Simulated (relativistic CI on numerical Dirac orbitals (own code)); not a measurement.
Slater's F² for Mg6+ from its measured terms

Problem. The ground configuration 2s2 2p2 of Mg6+ has the measured levels 3P: 0.0 (J = 0), 1107.0 (J = 1), 2924.0 (J = 2); 1D: 40948.0 (J = 2); 1S: 85153.0 (J = 0) cm⁻¹ (NIST levels in Kelleher and Podobedova, J. Phys. Chem. Ref. Data 37, 267 (2008)). Test the one-configuration theory of p2 and extract F²(2p,2p).

Working.
1. Centres of gravity, weighted by 2J + 1: 3P 1993.4, 1D 40948.0, 1S 85153.0 cm⁻¹. To first order spin-orbit coupling drops out of them.
2. Slater-Condon theory gives 1D − 3P = 6F²/25 and 1S − 1D = 9F²/25, so the ratio of the upper interval to the lower is 9/6 = 1.500, whatever F².
3. Measured intervals: 38954.6 and 44205.0 cm⁻¹, ratio 1.135.
4. F² from the lower interval is 162311 and from the upper 122792 cm⁻¹.

Check. The radial integral calculated for this configuration (Dirac-KLI orbitals, unscaled) is F² = 172396 cm⁻¹; the two empirical values are 94 % and 71 % of it. The ratio falls short of 1.50 mainly because the highest term mixes with s⁰p4, which has the same term and pushes it down.
